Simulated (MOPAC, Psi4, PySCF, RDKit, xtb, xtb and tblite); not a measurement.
Two geometries of C₄H₁₀O, SMILES CC(C)CO, relaxed at GFN2-xTB with one dihedral held; other torsions can differ between them too.

Structure A

```
15

C      0.4581     1.3666     0.3270
C      0.1241     0.0296    -0.3319
C      1.2966    -0.9396    -0.2117
C     -1.1342    -0.5791     0.2941
O     -2.2954     0.1945     0.0889
H     -0.4050     2.0286     0.3135
H      1.2788     1.8557    -0.1926
H      0.7492     1.2097     1.3633
H     -0.0794     0.2013    -1.3979
H      1.5061    -1.1509     0.8344
H      1.0752    -1.8786    -0.7141
H      2.1886    -0.5102    -0.6614
H     -1.2916    -1.5869    -0.1224
H     -1.0149    -0.6724     1.3769
H     -2.2054     0.6671    -0.7456
```

Structure B

```
15

C      0.4661     1.3682     0.3379
C      0.1178     0.0371    -0.3275
C      1.2904    -0.9339    -0.2169
C     -1.1350    -0.5763     0.3022
O     -2.3194     0.1507     0.0448
H     -0.3777     2.0556     0.3197
H      1.3012     1.8416    -0.1734
H      0.7459     1.2041     1.3764
H     -0.0899     0.2135    -1.3912
H      1.4986    -1.1568     0.8272
H      1.0687    -1.8668    -0.7296
H      2.1832    -0.5003    -0.6610
H     -1.2795    -1.5940    -0.0840
H     -1.0075    -0.6416     1.3906
H     -2.1031     0.9170    -0.4948
```

**Question.** Which is lower in energy at the level Psi4 1.11 with PBE0-D3(BJ)/def2-TZVP // GFN2-xTB, and by how much?

**Answer.** A is lower, by 3.55 kJ/mol (dihedral C2–C4–O5–H15: 30° in A, 0° in B).

E(B) − E(A) in kJ/mol at the other levels, on the same two geometries: GFN2-xTB (xtb and tblite) 3.78; MMFF94 // GFN2-xTB (RDKit) 2.85; PBE0/def2-TZVP // GFN2-xTB (Psi4) 3.60; PBE/def2-TZVP // GFN2-xTB (Psi4) 3.56; PBE-D3(BJ)/def2-TZVP // GFN2-xTB (Psi4) 3.49; UFF // GFN2-xTB (RDKit) 6.77; PM6, restricted, heats of formation // GFN2-xTB (MOPAC) 1.61; PM7, restricted, heats of formation // GFN2-xTB (MOPAC) 1.53; GFN1-xTB // GFN2-xTB (xtb) 3.18; restricted B3LYP/6-31G*, spherical d // GFN2-xTB (PySCF) 4.56; restricted MP2 (frozen core)/3-21G // GFN2-xTB (PySCF) 6.47; restricted MP2 (frozen core)/6-31G*, spherical d // GFN2-xTB (PySCF) 4.96; restricted BP86/6-31G*, spherical d // GFN2-xTB (PySCF) 4.56.
